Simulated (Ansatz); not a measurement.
Consider the isomerisation: `CBSCC` → `CCBSC`.

Isolated molecules relaxed with PBE0-D4/def2-TZVP in Ansatz; ΔE leaves out vibrations. CCSD(T)/CBS is the MP2 limit (def2-TZVPP, def2-QZVPP) plus CCSD(T) − MP2 in def2-TZVPP, frozen cores. Functionals use def2-TZVPP. B3LYP here is the variant with VWN-RPA as its local correlation; programs differ in this. Each species was taken in one conformer, which may not be the lowest.

```tsv
level	ΔE (kJ/mol)
B3LYP	14.4
HF/def2-QZVPP	15.0
```

**Question.** What does CCSD(T)/CBS give? (Estimate.)

**Answer.** The calculation gave: +13.5 kJ/mol. The listed levels differ from it by 0.9, 1.5 kJ/mol.

Largest T1 diagnostic among the species: 0.012.
